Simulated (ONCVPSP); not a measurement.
Plane-wave convergence, ONCV potential for S

sulfur (S), optimised norm-conserving Vanderbilt (ONCV), made with ONCVPSP 4.0.1 (PBE, scalar-relativistic). Core [He], reference 2s2 2p6 3s2 3p4. Waves: 2s+3s: rc 0.95 bohr, ncon 3, nbas 7, qcut 13.2 1/bohr, 2 projectors; 2p+3p: rc 0.90 bohr, ncon 4, nbas 8, qcut 17.9 1/bohr, 2 projectors. Local part: polynomial inside 0.70 bohr (lpopt 5, dvloc0 0 Ha). Core correction: none.

Question: For each optimised wave give the share of its norm inside rc, the residual kinetic energy above qcut (Ha) and the cutoffs (Ha) for errors of 10, 1, 0.1 and 0.01 mHa per electron.

Answer:

```json
{"wave": "2s", "norm inside rc": "0.973", "residual KE": "4.6e-08", "10 mHa": "35.4", "1 mHa": "45.7", "0.1 mHa": "55.0", "0.01 mHa": "62.8"}
{"wave": "3s", "norm inside rc": "0.092", "residual KE": "9.4e-07", "10 mHa": "27.4", "1 mHa": "37.2", "0.1 mHa": "45.1", "0.01 mHa": "66.6"}
{"wave": "2p", "norm inside rc": "0.961", "residual KE": "2.9e-07", "10 mHa": "99.2", "1 mHa": "117.6", "0.1 mHa": "132.5", "0.01 mHa": "144.6"}
{"wave": "3p", "norm inside rc": "0.050", "residual KE": "5.6e-07", "10 mHa": "83.2", "1 mHa": "107.6", "0.1 mHa": "127.9", "0.01 mHa": "143.3"}
```

The occupied waves need 118 Ha and 133 Ha for 1 and 0.1 mHa.
